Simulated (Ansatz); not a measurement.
Start from `[SiH3][Zn][Cl]` and change one atom or group to get `[Cl][Zn][Br]`.

Ansatz, PBE0-D4/def2-TZVP geometries, multiplicity 1. 

Scalar relativity is left out up to krypton.

| property | `[SiH3][Zn][Cl]` |
| --- | --- |
| HOMO energy (PBE/def2-TZVPP) / eV | -7.26 |
| LUMO energy (ωB97M-V/def2-TZVPP) / eV | 0.46 |
| LUMO energy (PBE/def2-TZVPP) / eV | -1.82 |
| HOMO energy (B3LYP/def2-TZVPP) / eV | -8.08 |
| HOMO energy (PBE0/def2-TZVPP) / eV | -8.28 |
| HOMO energy (ωB97M-V/def2-TZVPP) / eV | -10.30 |

Q: What does the change do to each property? (Best estimate.)

A: The calculation gave: 
```
                             property  `[Cl][Zn][Br]`  shift
    HOMO energy (PBE/def2-TZVPP) / eV           -7.46  -0.20
LUMO energy (ωB97M-V/def2-TZVPP) / eV            0.09  -0.37
    LUMO energy (PBE/def2-TZVPP) / eV           -2.62  -0.80
  HOMO energy (B3LYP/def2-TZVPP) / eV           -8.47  -0.39
   HOMO energy (PBE0/def2-TZVPP) / eV           -8.74  -0.46
HOMO energy (ωB97M-V/def2-TZVPP) / eV          -10.95  -0.65
```

With PBE0 the HOMO falls by 0.46 eV and the LUMO falls by 0.62 eV, so the gap narrows by about 0.16 eV. PBE moves the HOMO by -0.20 eV and ωB97M-V by -0.65 eV. The zero-point energy changes by -61.6 kJ/mol with -8 modes.

B3LYP here is the variant with VWN-RPA as its local correlation; programs differ in this.

Spin–orbit coupling is left out; it splits and shifts lone-pair levels of the heavy atoms by tenths of an eV.
